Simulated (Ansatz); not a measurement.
Ansatz (a quantum-chemistry and plane-wave program) input (B3LYP-D3(BJ)/def2-TZVP):

Ansatz 0.2 input:
```yaml
crystal:
  periodic: [false, false, false]
  atoms:
    - {symbol: C, position_ang: [-1.29290951, -0.89323557, -0.18417014]}
    - {symbol: C, position_ang: [-0.18244539, 0.01892850, 0.34580387]}
    - {symbol: C, position_ang: [-0.28003255, 1.40166176, -0.32725539]}
    - {symbol: C, position_ang: [1.14846956, -0.59649674, 0.12397390]}
    - {symbol: O, position_ang: [2.09750461, -0.40594318, 1.10218151]}
    - {symbol: H, position_ang: [-2.26694738, -0.44320043, -0.00878267]}
    - {symbol: H, position_ang: [-1.26219149, -1.86020589, 0.31138320]}
    - {symbol: H, position_ang: [-1.17165895, -1.05000086, -1.25366177]}
    - {symbol: H, position_ang: [-0.30435700, 0.15325676, 1.42483953]}
    - {symbol: H, position_ang: [-0.15075025, 1.30587922, -1.40317661]}
    - {symbol: H, position_ang: [0.49097672, 2.06335189, 0.05938097]}
    - {symbol: H, position_ang: [-1.25285575, 1.84755791, -0.13201662]}
    - {symbol: H, position_ang: [1.48514921, -0.84236084, -0.87034386]}
    - {symbol: H, position_ang: [2.93730783, -0.78308430, 0.82453300]}
basis:
  gaussian:
    orbitals: def2-TZVP
hamiltonian:
  xc: b3lyp
  dispersion: d3bj
magnetization: {spin_polarized: true, initial_magnetization: 1}
relax: {f_tol: 0.002, max_steps: 150}
```

Output:

```
Functional definition: B3LYP
integrals: 0.12 GiB planned
1267 factors; their error is unknown
0.31 GiB of the device are held for the grids
1.02 GiB of device memory are held for the factors and their scratch space
mean field: 1.21 GiB planned
mean field evaluation 1: about -6330.0427 eV, gradient 5.4e1 eV
mean field evaluation 2: about -6319.5359 eV, gradient 7.1e1 eV
mean field evaluation 4: about -6343.0871 eV, gradient 4.0e0 eV
mean field evaluation 8: about -6343.1215 eV, gradient 4.4e-1 eV
mean field evaluation 16: about -6343.1221 eV, gradient 1.1e-4 eV
mean field -6343.12209718 eV, -233.1054375488 hartree, gradient 3.4e-5 eV, S^2 0.753894; 0 other end points of the search recorded, 0 dependent functions left out
the calculation of the forces begins
reference -6343.12238726 eV, -233.1054482092 hartree; 21, 20 occupied and 188, 189 virtual orbitals, 1267 factors
relax step   1: F+E_penalty+E_count = -6343.56325400 eV  Δ(F+E_penalty+E_count) = +0.000e0 eV  max|allowed force component| = 3.151e-1 eV/Å  Δτ_max = 0.0000 Å  (32 SCF iters, accepted)
these checks for a lower state are left out or cut short: starts, cluster_reference, orbital_swaps, neighbouring_geometries, increment
integrals: 0.12 GiB planned
1267 factors; their error is unknown
0.31 GiB of the device are held for the grids
1.02 GiB of device memory are held for the factors and their scratch space
mean field: 1.21 GiB planned
mean field -6343.14622399 eV, -233.1063241925 hartree, gradient 1.1e-5 eV, S^2 0.753736; 0 other end points of the search recorded, 0 dependent functions left out
the calculation of the forces begins
reference -6343.14651305 eV, -233.1063348155 hartree; 21, 20 occupied and 188, 189 virtual orbitals, 1267 factors
relax step   2: F+E_penalty+E_count = -6343.58603613 eV  Δ(F+E_penalty+E_count) = -2.278e-2 eV  max|allowed force component| = 1.889e-1 eV/Å  Δτ_max = 0.0545 Å  (34 SCF iters, accepted)
these checks for a lower state are left out or cut short: starts, cluster_reference, orbital_swaps, neighbouring_geometries, increment
integrals: 0.12 GiB planned
1267 factors; their error is unknown
0.31 GiB of the device are held for the grids
1.02 GiB of device memory are held for the factors and their scratch space
mean field: 1.21 GiB planned
mean field evaluation 32: about -6343.1573 eV, gradient 1.3e-4 eV
mean field -6343.15727288 eV, -233.1067302320 hartree, gradient 1.2e-5 eV, S^2 0.753540; 0 other end points of the search recorded, 0 dependent functions left out
the calculation of the forces begins
reference -6343.15756040 eV, -233.1067407982 hartree; 21, 20 occupied and 188, 189 virtual orbitals, 1267 factors
relax step   3: F+E_penalty+E_count = -6343.59751686 eV  Δ(F+E_penalty+E_count) = -1.148e-2 eV  max|allowed force component| = 3.432e-1 eV/Å  Δτ_max = 0.1245 Å  (34 SCF iters, accepted)
these checks for a lower state are left out or cut short: starts, cluster_reference, orbital_swaps, neighbouring_geometries, increment
integrals: 0.12 GiB planned
1267 factors; their error is unknown
0.31 GiB of the device are held for the grids
1.02 GiB of device memory are held for the factors and their scratch space
mean field: 1.21 GiB planned
mean field -6343.16625968 eV, -233.1070604909 hartree, gradient 1.1e-5 eV, S^2 0.753548; 0 other end points of the search recorded, 0 dependent functions left out
the calculation of the forces begins
reference -6343.16654785 eV, -233.1070710810 hartree; 21, 20 occupied and 188, 189 virtual orbitals, 1267 factors
relax step   4: F+E_penalty+E_count = -6343.60876917 eV  Δ(F+E_penalty+E_count) = -1.125e-2 eV  max|allowed force component| = 1.924e-1 eV/Å  Δτ_max = 0.1199 Å  (33 SCF iters, accepted)
these checks for a lower state are left out or cut short: starts, cluster_reference, orbital_swaps, neighbouring_geometries, increment
integrals: 0.12 GiB planned
1267 factors; their error is unknown
0.30 GiB of the device are held for the grids
1.02 GiB of device memory are held for the factors and their scratch space
mean field: 1.21 GiB planned
mean field -6343.17091451 eV, -233.1072315525 hartree, gradient 1.0e-5 eV, S^2 0.753588; 0 other end points of the search recorded, 0 dependent functions left out
the calculation of the forces begins
reference -6343.17120310 eV, -233.1072421580 hartree; 21, 20 occupied and 188, 189 virtual orbitals, 1267 factors
relax step   5: F+E_penalty+E_count = -6343.61383537 eV  Δ(F+E_penalty+E_count) = -5.066e-3 eV  max|allowed force component| = 1.638e-1 eV/Å  Δτ_max = 0.0996 Å  (34 SCF iters, accepted)
these checks for a lower state are left out or cut short: starts, cluster_reference, orbital_swaps, neighbouring_geometries, increment
integrals: 0.12 GiB planned
1267 factors; their error is unknown
0.30 GiB of the device are held for the grids
1.02 GiB of device memory are held for the factors and their scratch space
mean field: 1.21 GiB planned
mean field -6343.17249779 eV, -233.1072897371 hartree, gradient 2.2e-5 eV, S^2 0.753574; 0 other end points of the search recorded, 0 dependent functions left out
the calculation of the forces begins
reference -6343.17278658 eV, -233.1073003499 hartree; 21, 20 occupied and 188, 189 virtual orbitals, 1267 factors
relax step   6: F+E_penalty+E_count = -6343.61571072 eV  Δ(F+E_penalty+E_count) = -1.875e-3 eV  max|allowed force component| = 9.829e-2 eV/Å  Δτ_max = 0.0484 Å  (33 SCF iters, accepted)
these checks for a lower state are left out or cut short: starts, cluster_reference, orbital_swaps, neighbouring_geometries, increment
integrals: 0.12 GiB planned
1267 factors; their error is unknown
0.30 GiB of the device are held for the grids
1.02 GiB of device memory are held for the factors and their scratch space
mean field: 1.21 GiB planned
mean field -6343.17318805 eV, -233.1073151036 hartree, gradient 1.5e-5 eV, S^2 0.753582; 0 other end points of the search recorded, 0 dependent functions left out
the calculation of the forces begins
reference -6343.17347686 eV, -233.1073257171 hartree; 21, 20 occupied and 188, 189 virtual orbitals, 1267 factors
relax step   7: F+E_penalty+E_count = -6343.61621735 eV  Δ(F+E_penalty+E_count) = -5.066e-4 eV  max|allowed force component| = 2.226e-2 eV/Å  Δτ_max = 0.0186 Å  (34 SCF iters, accepted)
these checks for a lower state are left out or cut short: starts, cluster_reference, orbital_swaps, neighbouring_geometries, increment
integrals: 0.12 GiB planned
1267 factors; their error is unknown
0.30 GiB of the device are held for the grids
1.02 GiB of device memory are held for the factors and their scratch space
mean field: 1.21 GiB planned
mean field evaluation 64: about -6343.2010 eV, gradient 1.0e-3 eV
mean field -6343.17318836 eV, -233.1073151151 hartree, gradient 1.4e-5 eV, S^2 0.753589; 0 other end points of the search recorded, 0 dependent functions left out
the calculation of the forces begins
reference -6343.17347723 eV, -233.1073257308 hartree; 21, 20 occupied and 188, 189 virtual orbitals, 1267 factors
relax step   8: F+E_penalty+E_count = -6343.61626742 eV  Δ(F+E_penalty+E_count) = -5.007e-5 eV  max|allowed force component| = 7.840e-3 eV/Å  Δτ_max = 0.0095 Å  (36 SCF iters, accepted)
these checks for a lower state are left out or cut short: starts, cluster_reference, orbital_swaps, neighbouring_geometries, increment
integrals: 0.12 GiB planned
1267 factors; their error is unknown
0.30 GiB of the device are held for the grids
1.02 GiB of device memory are held for the factors and their scratch space
mean field: 1.21 GiB planned
mean field -6343.17321057 eV, -233.1073159312 hartree, gradient 1.4e-5 eV, S^2 0.753589; 0 other end points of the search recorded, 0 dependent functions left out
the calculation of the forces begins
reference -6343.17349945 eV, -233.1073265475 hartree; 21, 20 occupied and 188, 189 virtual orbitals, 1267 factors
relax step   9: F+E_penalty+E_count = -6343.61628533 eV  Δ(F+E_penalty+E_count) = -1.791e-5 eV  max|allowed force component| = 4.369e-3 eV/Å  Δτ_max = 0.0040 Å  (36 SCF iters, accepted)
these checks for a lower state are left out or cut short: starts, cluster_reference, orbital_swaps, neighbouring_geometries, increment
integrals: 0.12 GiB planned
1267 factors; their error is unknown
0.30 GiB of the device are held for the grids
1.02 GiB of device memory are held for the factors and their scratch space
mean field: 1.21 GiB planned
mean field -6343.17320527 eV, -233.1073157364 hartree, gradient 1.4e-5 eV, S^2 0.753589; 0 other end points of the search recorded, 0 dependent functions left out
the calculation of the forces begins
reference -6343.17349417 eV, -233.1073263533 hartree; 21, 20 occupied and 188, 189 virtual orbitals, 1267 factors
relax step  10: F+E_penalty+E_count = -6343.61629315 eV  Δ(F+E_penalty+E_count) = -7.817e-6 eV  max|allowed force component| = 1.552e-3 eV/Å  Δτ_max = 0.0019 Å  (35 SCF iters, accepted)
integrals: 0.12 GiB planned
1267 factors; their error is unknown
0.30 GiB of the device are held for the grids
1.02 GiB of device memory are held for the factors and their scratch space
mean field: 1.21 GiB planned
mean field evaluation 96: about -6343.2005 eV, gradient 3.6e-1 eV
mean field -6343.17320527 eV, -233.1073157364 hartree, gradient 1.4e-5 eV, S^2 0.753589; 1 other end points of the search recorded, 0 dependent functions left out
the calculation of the forces begins
reference -6343.17349417 eV, -233.1073263533 hartree; 21, 20 occupied and 188, 189 virtual orbitals, 1267 factors
Total energy: -6343.61658205 eV, -233.1236095325 hartree
Atom 0 at    -1.314286    -0.898551    -0.228769 Å, force    -0.000038    -0.000188    -0.000138 eV/Å
Atom 1 at    -0.209283    -0.024181     0.365538 Å, force    -0.001552     0.000870     0.000507 eV/Å
Atom 2 at    -0.221975     1.385903    -0.256466 Å, force     0.000202     0.000008    -0.000232 eV/Å
Atom 3 at     1.114102    -0.686743     0.214386 Å, force     0.001428    -0.000517    -0.000244 eV/Å
Atom 4 at     2.142205    -0.090238     0.902741 Å, force     0.000435    -0.000099     0.000126 eV/Å
Atom 5 at    -2.289707    -0.425122    -0.105881 Å, force     0.000261     0.000185     0.000056 eV/Å
Atom 6 at    -1.346135    -1.878310     0.249983 Å, force    -0.000097    -0.000107    -0.000044 eV/Å
Atom 7 at    -1.153585    -1.050905    -1.299581 Å, force    -0.000045     0.000086    -0.000034 eV/Å
Atom 8 at    -0.395326     0.091531     1.440509 Å, force    -0.000005    -0.000086     0.000211 eV/Å
Atom 9 at    -0.079936     1.328825    -1.338709 Å, force     0.000091     0.000214     0.000073 eV/Å
Atom 10 at     0.576358     1.999779     0.160481 Å, force    -0.000116    -0.000017    -0.000054 eV/Å
Atom 11 at    -1.175564     1.884078    -0.065542 Å, force    -0.000266    -0.000154    -0.000112 eV/Å
Atom 12 at     1.374822    -1.196581    -0.710045 Å, force    -0.000136    -0.000363    -0.000110 eV/Å
Atom 13 at     2.973569    -0.523379     0.684043 Å, force    -0.000163     0.000169    -0.000003 eV/Å
Dipole moment:     0.158312    -0.120522    -0.168959 e Å
```

It need not be the lowest isomer of its formula.
